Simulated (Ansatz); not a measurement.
Cost and result up the ladder for cis-Hf(H2O)2Cl4 (HfCl4O2H4) (11 atoms). Total charge 0; singlet. Geometry: PBE0-D4/def2-SVP.

```xyz
11

Cl   -0.515   -1.953   -2.188
Cl   -2.965   -0.269   -0.060
Cl   -0.273    1.654   -1.620
Cl   -0.016   -1.837    1.433
Hf   -0.635   -0.405   -0.410
O    -0.350    1.119    1.313
O     1.679   -0.271   -0.454
H    -0.559    0.837    2.213
H    -0.655    2.027    1.181
H     2.099    0.145   -1.219
H     2.190   -1.046   -0.187
```

Ansatz on 4 threads of Arm Neoverse V2 on a shared host. Times are rough, and most runs start from the orbitals of an earlier one. CAM-B3LYP-D4/def2-TZVP serves as the yardstick here, not as an exact answer. Differences are given only for rows in sets of like size (and for xTB, whose basis is part of the method), since another set adds its own error. Binding counts from free atoms at the same level (Cl doublet, Hf triplet, O triplet, H doublet; other spins of the atoms weren't run), without zero-point energy or a counterpoise term.

In the def2 sets Hf takes a core potential; there is no spin–orbit coupling. Correlated methods freeze 22 core orbitals; core or outer-core shells of Hf are correlated, in sets that lack core-valence functions. The rows differ in basis, and correlated rows in double-zeta sets carry the largest basis error. No other spin state of charge 0 was run.

Correlated methods converge slowly with the basis, most of all in double-zeta sets.

```
                         level  functions  wall time  binding energy per atom (eV)  difference from CAM-B3LYP-D4/def2-TZVP (eV)
               PBE-D4/def2-SVP        152      2.3 s                          3.93                                            –
         LDA (SPW92)/def2-TZVP        274      2.7 s                          4.39                                         0.58
              PBE0-D4/def2-SVP        152      3.4 s                          3.84                                            –
PBE-D4/def2-TZVP (with forces)        274      4.8 s                          3.88                                         0.08
                 MP2/def2-TZVP        274        7 s                          3.88                                         0.07
             PBE0-D4/def2-TZVP        274        8 s                          3.81                                         0.00
            BHLYP-D4/def2-TZVP        274        8 s                          3.67                                        -0.14
        CAM-B3LYP-D4/def2-TZVP        274      8.5 s                          3.81                                         0.00
           r2SCAN-D4/def2-TZVP        274      9.5 s                          3.88                                         0.07
              CCSD(T)/def2-SVP        152       45 s                          3.68                                            –
```
